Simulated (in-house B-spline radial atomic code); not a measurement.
Multiplet parameters of the 3p3 shell in S⁺ ([Ne] 3s2 3p3). Method: non-relativistic Hartree-Fock, average of configuration, point nucleus. Calculated with an all-electron radial atomic-structure program (B-spline basis).

Slater integrals: F^2 = 52962 cm⁻¹. Central-field spin-orbit parameter ζ(3p) = 463 cm⁻¹ (bare central field on non-relativistic orbitals, without two-electron terms: too large for light atoms, too small for heavy ones).

With F₂ = F^2/25 = 2118 cm⁻¹:

**Question.** Where do the terms lie in LS coupling, without spin-orbit interaction?

**Answer.** In cm⁻¹ above the Hund's-rule term:
| term | expression | energy |
| --- | --- | --- |
| 4S | 0 F₂ | 0 |
| 2D | 9 F₂ | 19066 |
| 2P | 15 F₂ | 31777 |

**Question.** Is LS coupling a fair picture here?

**Answer.** Unscaled Hartree-Fock integrals overestimate measured term splittings, because correlation screens the repulsion; fits to spectra scale them down, most for low charges. Here ζ is 0.22 times F₂, so LS coupling is a fair start, though levels of equal J in close terms still mix.
